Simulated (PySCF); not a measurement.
**Fe²⁺ (iron, charge +2) across methods**

[Ar] 3d5 4s1, high-spin 7S determinant (an excited configuration). Computed with PySCF 2.14 in dyall-av2z, with no relativity, point nucleus.

```csv
method,E (hartree),mean ε 3p β (eV),mean ε 3d α (eV),mean ε 4s α (eV),Σ⟨r²⟩ (bohr²),⟨S²⟩
LDA,-1260.123,-81.570,-34.694,-23.324,20.55,12.000
r2SCAN0,-1262.601,-85.068,-37.846,-23.990,20.42,12.001
r2SCAN,-1262.608,-82.207,-35.119,-23.244,20.47,12.000
PBE0,-1262.412,-84.529,-37.345,-23.790,20.48,12.000
revPBE,-1262.508,-81.355,-34.396,-22.907,20.55,12.000
UHF,-1261.54386,-92.232,-45.258,-25.769,20.45,12.001
M06,-1262.569,-84.907,-37.303,-24.000,20.47,12.001
PBE,-1262.361,-81.396,-34.453,-23.011,20.55,12.000
```

(1) Estimate the same row for PBEsol.

Answers

(1) E (hartree) = -1261.196; mean ε 3p β (eV) = -81.332; mean ε 3d α (eV) = -34.481; mean ε 4s α (eV) = -23.046; Σ⟨r²⟩ (bohr²) = 20.55; ⟨S²⟩ = 12.000.
